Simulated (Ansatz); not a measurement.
Basis-set extrapolation for CH$_{9}$BOSi$_{2}$, SMILES `CB(O)[SiH2][SiH3]` (PBE0-D4/def2-TZVP geometry, frozen core, Ansatz 0.2.0). Multiplicity 1, RHF reference.

```
                      def2-TZVPP   def2-QZVPP
                 HF  -720.645176  -720.669566
    MP2 correlation    -0.771687    -0.827025
CCSD(T) correlation    -0.869765      not run
```

Energies in hartree. Use E(X) = E(∞) + A·exp(−7.88·√X) for Hartree–Fock and E(X) = E(∞) + B·X^(−2.97) for correlation, with X = 3 and 4, and add CCSD(T) minus MP2 of the smaller set to the MP2 limit.

**Question.** What is the CCSD(T) energy at the basis-set limit?

**Answer.** HF limit: -720.669566 + (-0.024390) × 0.13774 = -720.67293. MP2 limit: -0.827025 + (-0.055338) × 0.74074 = -0.86802. Higher-order term: -0.869765 − (-0.771687) = -0.09808. Total: -721.63903 hartree, 325.8 kJ/mol below CCSD(T)/def2-TZVPP.
